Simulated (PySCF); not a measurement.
# Gas-phase XPS of `F[C@@H]([SiH3])[GeH3]`, computed

CH7FGeSi.
Atom-mapped SMILES: `[F:1][C@@H:2]([SiH3:3])[GeH3:4]`

Level of theory: delta-SCF UKS SCAN, pcX-2 on the ionised atom, pcseg-1 elsewhere, spin-free X2C in PySCF. Binding energies are ΔSCF values: E(core-ionised, relaxed orbitals) − E(ground state) at a fixed geometry, referred to the vacuum level.

Question: What binding energy does each computed site have?

Answer: 
```
atom(s)     environment     level  binding energy (eV)  2p1/2 (eV)  count
    Si3    SiH3 silicon  Si 2p3/2               106.93      107.55      1
     C2  sp3 C–F carbon      C 1s               292.15           –      1
     F1  alkyl fluorine      F 1s               692.19           –      1
    Si3    SiH3 silicon     Si 1s              1846.65           –      1
```

Question: Which photon wavelength matches the F 1s of F1 threshold?

Answer: λ = hc/E = 12398.42 eV Å / 692.19 eV = 17.912 Å.

Question: Which photon energy gives electrons from F 1s of F1 a kinetic energy of 100 eV, and what is their de Broglie wavelength?

Answer: hν = 692.19 + 100 = 792.19 eV, recoil neglected; λ = 12.264 Å/√(E/eV) = 1.23 Å.

The 2p values add to the ΔSCF energy of one spin-free hole a correction within the shell (spin–orbit coupling, ligand field). 2p1/2 minus 2p3/2 (ligand field included): Si 0.62 eV. No level of germanium is listed. Geometry: PBE0-D3(BJ)/def2-SVP; no solvent, vibrations or thermal averaging.
